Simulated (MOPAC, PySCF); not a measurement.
CH₃BSi, SMILES `[SiH2]=C=B`, neutral singlet in the gas phase. 

Cartesian coordinates (Å):
```xyz
6

B      1.8179     0.0696     0.0883
C      0.4706     0.0178     0.0228
Si    -1.2007    -0.0461    -0.0583
H      2.9899     0.1148     0.1452
H     -2.0835     1.1420    -0.1379
H     -1.9941    -1.2981    -0.0601
```
Charge 0, spin multiplicity 1.

All levels are single points at this geometry (PBE0-D3(BJ)/def2-TZVP); Pople sets use spherical d functions. Orbital energies aren't observables, and empty levels follow the basis.

| level | HOMO (eV) | LUMO (eV) | gap (eV) | dipole (D) | vertical IE, Delta-SCF (eV) |
|---|---|---|---|---|---|
| PBE0-D3(BJ)/def2-TZVP in PySCF | -6.62 | -2.63 | 3.99 | 1.56 | – |
| B3LYP/6-31G* in PySCF | -6.17 | -2.53 | 3.64 | 1.15 | 8.49 |
| B3LYP/LANL2DZ in PySCF | -6.35 | -2.88 | 3.47 | 1.40 | – |
| BP86/6-31G* in PySCF | -5.47 | -3.31 | 2.17 | 1.15 | – |
| M06-2X/6-31G* in PySCF | -7.47 | -1.56 | 5.91 | 1.30 | – |
| HF/3-21G in PySCF | -8.75 | 0.67 | 9.41 | 1.25 | – |
| HF/6-31G* in PySCF | -8.66 | 0.89 | 9.55 | 1.22 | 6.93 |
| HF/STO-3G in PySCF | -5.78 | 5.02 | 10.79 | 2.29 | – |
| PM7 in MOPAC | -9.12 | -1.88 | 7.24 | 1.93 | – |
